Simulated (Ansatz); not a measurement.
Geometry optimisation, RKS BLYP-D4/6-31G* (Ansatz 0.2.0).

The input (input.yaml):

```yaml
crystal:
  periodic: [false, false, false]
  atoms:
    - { symbol: Al, position_ang: [0.139529, 0.484654, -0.106718] }
    - { symbol: H, position_ang: [-0.135777, 0.124642, 1.394198] }
    - { symbol: Cl, position_ang: [1.995564, 1.257566, -0.739486] }
    - { symbol: Cl, position_ang: [-1.440326, 0.389858, -1.503211] }
    - { symbol: O, position_ang: [0.310081, -2.374294, 0.655707] }
    - { symbol: Si, position_ang: [-0.794955, -3.559044, 0.1415] }
    - { symbol: H, position_ang: [-0.011963, -4.806319, -0.094948] }
    - { symbol: H, position_ang: [-1.832816, -3.793753, 1.196808] }
    - { symbol: H, position_ang: [-1.474044, -3.153436, -1.127107] }
    - { symbol: H, position_ang: [-0.026995, -1.741174, 1.344757] }
basis:
  gaussian: { orbitals: "6-31G*" }
hamiltonian:
  xc: blyp
  dispersion: d4
relax:
  f_tol: 0.03
  max_steps: 50
```

Launched with:

```bash
$ ansatz run input.yaml --threads 2 --pin off --max-ram 3072MiB --backend cpu --events-out ev --progress --plain --runs-dir out
```

Task: Where does it end, and by what steps?

Result: The forces met the threshold. After 18 steps the energy has fallen by 0.917 eV; Cl3 moved furthest, 1.38 Å. Joined: Al1–O5 (2.96 → 1.98 Å).

```json
{"step": "0", "energy less start (eV)": "0.0000", "largest force component (eV/Å)": "0.757", "accepted": "yes"}
{"step": "1", "energy less start (eV)": "-0.2006", "largest force component (eV/Å)": "1.292", "accepted": "yes"}
{"step": "2", "energy less start (eV)": "-0.4097", "largest force component (eV/Å)": "2.203", "accepted": "yes"}
{"step": "3", "energy less start (eV)": "-0.6089", "largest force component (eV/Å)": "1.662", "accepted": "yes"}
{"step": "4", "energy less start (eV)": "-0.7427", "largest force component (eV/Å)": "0.457", "accepted": "yes"}
{"step": "5", "energy less start (eV)": "-0.7893", "largest force component (eV/Å)": "0.281", "accepted": "yes"}
{"step": "6", "energy less start (eV)": "-0.8171", "largest force component (eV/Å)": "0.221", "accepted": "yes"}
{"step": "7", "energy less start (eV)": "-0.8340", "largest force component (eV/Å)": "0.186", "accepted": "yes"}
{"step": "8", "energy less start (eV)": "-0.8625", "largest force component (eV/Å)": "0.165", "accepted": "yes"}
{"step": "9", "energy less start (eV)": "-0.8794", "largest force component (eV/Å)": "0.081", "accepted": "yes"}
{"step": "10", "energy less start (eV)": "-0.8856", "largest force component (eV/Å)": "0.451", "accepted": "yes"}
{"step": "11", "energy less start (eV)": "-0.8749", "largest force component (eV/Å)": "1.040", "accepted": "no"}
{"step": "12", "energy less start (eV)": "-0.8999", "largest force component (eV/Å)": "0.118", "accepted": "yes"}
{"step": "13", "energy less start (eV)": "-0.9073", "largest force component (eV/Å)": "0.050", "accepted": "yes"}
{"step": "14", "energy less start (eV)": "-0.9117", "largest force component (eV/Å)": "0.115", "accepted": "yes"}
{"step": "15", "energy less start (eV)": "-0.9124", "largest force component (eV/Å)": "0.143", "accepted": "yes"}
{"step": "16", "energy less start (eV)": "-0.9153", "largest force component (eV/Å)": "0.101", "accepted": "yes"}
{"step": "17", "energy less start (eV)": "-0.9162", "largest force component (eV/Å)": "0.096", "accepted": "yes"}
{"step": "18", "energy less start (eV)": "-0.9172", "largest force component (eV/Å)": "0.021", "accepted": "yes"}
```

```xyz
10
Properties=species:S:1:pos:R:3
Al -0.081 0.019 0.145
H 0.128 0.758 1.529
Cl 1.517 0.085 -1.293
Cl -2.048 -0.014 -0.748
O -0.021 -1.866 0.736
Si -0.673 -3.277 -0.075
H 0.154 -4.408 0.438
H -2.100 -3.450 0.305
H -0.473 -3.026 -1.519
H 0.325 -1.993 1.644
```

Whether the end is a true minimum wasn't checked by a vibrational analysis.

Run time: 28 s on 2 threads of Intel(R) Xeon(R) 6975P-C (Granite Rapids) (shared host), peak memory 0.17 GiB.
